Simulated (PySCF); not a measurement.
## Correlation energy of Zn¹⁶⁺ (zinc, charge +16)

[Ne] 3s2 3p2, high-spin 3P determinant. Computed with PySCF 2.14 in an even-tempered Gaussian basis (17 s from 1.2 bohr⁻², ratio 2.5; 11 p from 1.6 bohr⁻², ratio 2.5; 5 d from 7.8 bohr⁻², ratio 2.7; 4 f from 12 bohr⁻², ratio 2.7), with no relativity, point nucleus. Frozen: 1s2; 12 electrons correlated; the 18 highest virtual orbitals of each spin left out.

```
  level  correlation energy (mhartree)
   CCSD                        -470.77
    (T)                          -2.42
CCSD(T)                        -473.19
```

Diagnostics: T1 = 0.0019, D1 = 0.0082, largest double amplitude 0.087.

Cost of the coupled-cluster step: of the order of 50 core-seconds, for 12 correlated electrons.
